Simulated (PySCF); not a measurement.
## N⁶⁺ (nitrogen, charge +6) across methods

1s1, 2S determinant. Computed with PySCF 2.14 in an uncontracted even-tempered set (17 s from 1.7 bohr⁻², ratio 2.2; 7 p from 2.7 bohr⁻², ratio 2.4; 4 d from 8.1 bohr⁻², ratio 2.4; 3 f from 12 bohr⁻², ratio 2.4; 3 g from 18 bohr⁻², ratio 2.4), with scalar relativity by spin-free X2C-1e.

```json
{"method": "PBE", "E (hartree)": "-24.4775", "mean ε 1s α (eV)": "-622.70", "Σ⟨r²⟩ (bohr²)": "0.06178", "⟨S²⟩": "0.750"}
{"method": "M06", "E (hartree)": "-24.5143", "mean ε 1s α (eV)": "-633.70", "Σ⟨r²⟩ (bohr²)": "0.06150", "⟨S²⟩": "0.750"}
{"method": "LDA", "E (hartree)": "-24.2508", "mean ε 1s α (eV)": "-617.79", "Σ⟨r²⟩ (bohr²)": "0.06229", "⟨S²⟩": "0.750"}
{"method": "PBE0", "E (hartree)": "-24.4885", "mean ε 1s α (eV)": "-633.85", "Σ⟨r²⟩ (bohr²)": "0.06160", "⟨S²⟩": "0.750"}
{"method": "M06-L", "E (hartree)": "-24.5412", "mean ε 1s α (eV)": "-627.79", "Σ⟨r²⟩ (bohr²)": "0.06097", "⟨S²⟩": "0.750"}
{"method": "r2SCAN", "E (hartree)": "-24.5164", "mean ε 1s α (eV)": "-627.72", "Σ⟨r²⟩ (bohr²)": "0.06136", "⟨S²⟩": "0.750"}
```

(1) Estimate the same row for UHF.

For one electron the Hartree and exchange-correlation energies should cancel; what remains is the self-interaction error.

Results:

(1) E (hartree) = -24.51599; mean ε 1s α (eV) = -667.11; Σ⟨r²⟩ (bohr²) = 0.06109; ⟨S²⟩ = 0.750.
